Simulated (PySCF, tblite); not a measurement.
Isomers of C4H7NOSi, one GFN2-xTB conformer each. Single-point energies are computed at PBE0/pcSseg-1 (PySCF, gas phase, no added dispersion term), electronic only.

**Question.** Rank them by PBE0/pcSseg-1 energy, lowest first (kcal/mol).
A. `[CH2:1]=[C:2]1[SiH2:3][C@H:4]1[C:5]([NH2:6])=[O:7]` with Si3–C4–C5–N6 58°, C4–C5–N6–H 174° and 20°
B. `[H]/[N:7]=[CH:6]\[CH2:5][O:4][SiH2:3][C:2]#[CH:1]` with C2–Si3–O4–C5 57°, Si3–O4–C5–C6 -179°, O4–C5–C6–N7 2°
C. `[CH3:1][NH:2][Si@@H:3]1[CH:4]=[CH:5][C:6]1=[O:7]` with C1–N2–Si3–C4 -97°
D. `[O:1]=[CH:2][C:3]#[C:4][CH2:5][NH:6][SiH3:7]` with C4–C5–N6–Si7 -83°

**Answer.** C (0.0), A (13.1), B (21.1), D (33.2).

As drawn, the lowest has a four-membered ring, an Si–C bond and a C=C bond outside aromatic rings, which the highest lacks; the highest has a C≡C bond, which the lowest lacks. GFN2-xTB itself gives, in the same order: 5.0, 10.7, 0.0, 2.8. GFN2-xTB puts [H]/N=C\CO[SiH2]C#C lowest instead; measured from each level's own lowest isomer, the values differ by up to 30.4 kcal/mol (O=CC#CCN[SiH3]: 2.8 against 33.2).

**Question.** Which frontier levels, dipoles and rotational constants go with these structures?

**Answer.** 
```csv
SMILES,"HOMO (eV, PBE0/pcSseg-1)",LUMO (eV),dipole (D),"A, B, C (MHz)"
CN[Si@@H]1C=CC1=O,-6.50,-1.51,3.89,"4383, 1427, 1167"
C=C1[SiH2][C@H]1C(N)=O,-6.93,-0.97,4.07,"3200, 1720, 1386"
[H]/N=C\CO[SiH2]C#C,-7.41,-0.66,3.30,"4928, 1030, 927.5"
O=CC#CCN[SiH3],-7.36,-1.85,3.09,"4569, 854.2, 753.2"
```

**Question.** What happens when harmonic zero-point energies from GFN2-xTB frequencies are added?

**Answer.** 
```csv
SMILES,ZPE (kcal/mol),electronic (kcal/mol),with ZPE (kcal/mol)
CN[Si@@H]1C=CC1=O,63.6,0.0,0.0
C=C1[SiH2][C@H]1C(N)=O,61.6,13.1,11.2
[H]/N=C\CO[SiH2]C#C,60.8,21.1,18.3
O=CC#CCN[SiH3],59.4,33.2,29.1
```

The zero-point energies span 4.2 kcal/mol. The order is unchanged.
